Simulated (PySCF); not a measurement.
HSb (SMILES [SbH]), triplet, at a GFN2-xTB geometry (core potentials on Sb); PBE/def2-SVP (PySCF).

PySCF was given this input:
```python
from pyscf import gto, scf, dft

mol = gto.M(
    atom='''
Sb   -0.00000000   -0.00000000   -0.03385819
H     0.00000000    0.00000000    1.72676754
''',
    basis='def2-svp',
    ecp={'Sb': 'def2-svp'},
    spin=2,
    verbose=4,
)

mf = dft.UKS(mol)
mf.xc = 'pbe'
mf.kernel()
mf.analyze()
```

What the program printed (banner, timings and long lists left out):

```
PySCF version 2.14.0

[INPUT] verbose = 4
[INPUT] num. atoms = 2
[INPUT] num. electrons = 24
[INPUT] charge = 0
[INPUT] spin (= nelec alpha-beta = 2S) = 2
[INPUT] symmetry False subgroup None
[INPUT] Mole.unit = angstrom
[INPUT] Symbol           X                Y                Z      unit          X                Y                Z       unit  Magmom
[...]
nuclear repulsion = 6.91292626466387
number of shells = 13
number of NR pGTOs = 68
number of NR cGTOs = 31
basis = def2-svp
ecp = {'Sb': 'def2-svp'}

******** <class 'pyscf.dft.uks.UKS'> ********
method = UKS
initial guess = minao
damping factor = 0
level_shift factor = 0
DIIS = <class 'pyscf.scf.diis.CDIIS'>
diis_start_cycle = 1
diis_space = 8
diis_damp = 0
SCF conv_tol = 1e-09
SCF conv_tol_grad = None
SCF max_cycles = 50
direct_scf = True
direct_scf_tol = 1e-13
number electrons alpha = 13  beta = 11
XC library pyscf.dft.libxc version 7.1.2
    S. Lehtola, C. Steigemann, M. J. T. Oliveira, and M. A. L. Marques,  SoftwareX 7, 1–5 (2018)
XC functionals = pbe
    J. P. Perdew, K. Burke, and M. Ernzerhof,  Phys. Rev. Lett. 77, 3865 (1996)
    J. P. Perdew, K. Burke, and M. Ernzerhof,  Phys. Rev. Lett. 78, 1396 (1997)
    J. P. Perdew, K. Burke, and M. Ernzerhof,  Phys. Rev. Lett. 77, 3865 (1996)
    J. P. Perdew, K. Burke, and M. Ernzerhof,  Phys. Rev. Lett. 78, 1396 (1997)
radial grids:
    Treutler-Ahlrichs [JCP 102, 346 (1995); DOI:10.1063/1.469408] (M4) radial grids

becke partition: Becke, JCP 88, 2547 (1988); DOI:10.1063/1.454033
pruning grids: <function nwchem_prune>
grids dens level: 3
symmetrized grids: False
atomic radii adjust function: <function treutler_atomic_radii_adjust>
small_rho_cutoff = 0
Set gradient conv threshold to 3.16228e-05
tot grids = 31768
init E= -215.822665865749

cycle= 1 E= -239.814797538898  delta_E=  -24  |g|= 1.64  |ddm|=  6.9
cycle= 2 E= -239.966867324026  delta_E= -0.152  |g|= 1.44  |ddm|= 4.82
cycle= 3 E= -240.780143412517  delta_E= -0.813  |g|= 0.135  |ddm|= 2.53
cycle= 4 E= -240.785851688704  delta_E= -0.00571  |g|= 0.0959  |ddm|= 0.414
cycle= 5 E= -240.795969735346  delta_E= -0.0101  |g|= 0.00234  |ddm|= 0.19
cycle= 6 E= -240.795975627995  delta_E= -5.89e-06  |g|= 0.000424  |ddm|= 0.00518
cycle= 7 E= -240.795975911806  delta_E= -2.84e-07  |g|= 0.000121  |ddm|= 0.00148
cycle= 8 E= -240.79597594096  delta_E= -2.92e-08  |g|= 2.2e-05  |ddm|= 0.000497
cycle= 9 E= -240.79597594167  delta_E= -7.1e-10  |g|= 4.47e-06  |ddm|= 6.9e-05
Extra cycle  E= -240.795975941685  delta_E= -1.55e-11  |g|= 2.72e-06  |ddm|= 1.3e-05
converged SCF energy = -240.795975941685  <S^2> = 2.0042585  2S+1 = 3.0028376
**** SCF Summaries ****
Total Energy =                        -240.795975941685441
Nuclear Repulsion Energy =               6.912926264663872
One-electron Energy =                 -434.096308583269263
Two-electron Energy =                  186.387406376919955
Two-electron Coulomb Energy =          206.087661998986960
DFT Exchange-Correlation Energy =      -19.700255622067019
**** MO energy ****
                             alpha | beta                alpha | beta
[...]
spin_pop of  0 Sb 4s       -0.00002
spin_pop of  0 Sb 5s        0.00614
spin_pop of  0 Sb 6s       -0.00091
spin_pop of  0 Sb 7s        0.00114
spin_pop of  0 Sb 4px       0.00003
spin_pop of  0 Sb 4py       0.01120
spin_pop of  0 Sb 4pz       0.01120
spin_pop of  0 Sb 5px       0.00247
spin_pop of  0 Sb 5py       0.00189
spin_pop of  0 Sb 5pz       0.00189
spin_pop of  0 Sb 6px       0.00285
spin_pop of  0 Sb 6py       0.98179
spin_pop of  0 Sb 6pz       0.98179
spin_pop of  0 Sb 7px       0.02910
spin_pop of  0 Sb 7py       0.00015
spin_pop of  0 Sb 7pz       0.00015
spin_pop of  0 Sb 4dxy     -0.00380
spin_pop of  0 Sb 4dyz     -0.00410
spin_pop of  0 Sb 4dz^2    -0.00380
spin_pop of  0 Sb 4dxz     -0.00612
spin_pop of  0 Sb 4dx2-y2    0.00021
spin_pop of  0 Sb 5dxy      0.00404
spin_pop of  0 Sb 5dyz      0.00155
spin_pop of  0 Sb 5dz^2     0.00404
spin_pop of  0 Sb 5dxz      0.00612
spin_pop of  0 Sb 5dx2-y2   -0.00021
spin_pop of  1 H 1s       -0.04037
spin_pop of  1 H 2s        0.00050
spin_pop of  1 H 2px       0.00474
spin_pop of  1 H 2py       0.00474
spin_pop of  1 H 2pz       0.00161
In total            13.00000 | 11.00000
Dipole moment(X, Y, Z, Debye): -0.00000,  0.00000, -0.22223
```
